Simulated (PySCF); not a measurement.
Compound: C6H6FP.
InChI=1S/C6H6FP/c1-5-4-8-3-2-6(5)7/h2-4H,1H3

Linear response at PBE0/def2-SVPD (PySCF, frozen core in the response, non-relativistic). Isolated species at its PBE0-D3(BJ)/def2-SVP geometry, gas phase.

Static isotropic polarisability: 94.80 au (14.05 Å³), principal values 59.5, 104.0, 120.9 au.

**Question.** What is the polarisability at 1064 nm and at the sodium D line?

**Answer.** 96.12 au at 1064 nm (+1.4 %), 99.42 au at 589.3 nm (+4.9 %). The rise at 589.3 nm is 3.49 times that at 1064 nm; a pure ω² law gives 3.26. The lowest singlet lies at 262 nm, shorter than both wavelengths.

**Question.** What is the isotropic C6 coefficient between two such molecules, C6 = (3/π)∫α(iω)² dω?

**Answer.** 3204 au (Eh·bohr⁶) by a ten-point quadrature over imaginary frequencies, which is 1910 eV·Å⁶ or 185 J·nm⁶/mol.

**Question.** Which effective excitation energy ω̄ makes London's formula C6 = (3/4)α²ω̄ exact here?

**Answer.** ω̄ = 4·C6/(3α²) = 0.475 Eh = 12.9 eV. A one-pole form α(ω) = α/(1 − ω²/ω̄²) fitted to the 1064 nm value gives 9.9 eV. London's choice of the ionisation energy (8.79 eV, ΔSCF at the same level) gives C6 = 2180 au, 32 % too low.

**Question.** What molar refraction at the D line follows from R = (4π/3)·N_A·α′, with α′ the polarisability volume?

**Answer.** α′ = 14.73 Å³ gives R = 37.16 cm³/mol, for isolated, non-vibrating species.

**Question.** What n − 1 at the D line would an ideal gas of it have at 273.15 K and 1 atm (2.6868 × 10¹⁹ cm⁻³), by n − 1 = 2π·N·α′?

**Answer.** 24.87 × 10⁻⁴, a formal value whether or not that pressure can be reached.

**Question.** What three-body coefficient follows from the one-pole estimate C9 = (3/4)·α·C6?

**Answer.** 228000 au. This is an estimate from the two numbers above, not a computed integral.

**Question.** How anisotropic is the static polarisability, by Δα² = ½[(α1 − α2)² + (α2 − α3)² + (α3 − α1)²]?

**Answer.** Δα = 55.0 au, or 0.58 of the isotropic value.
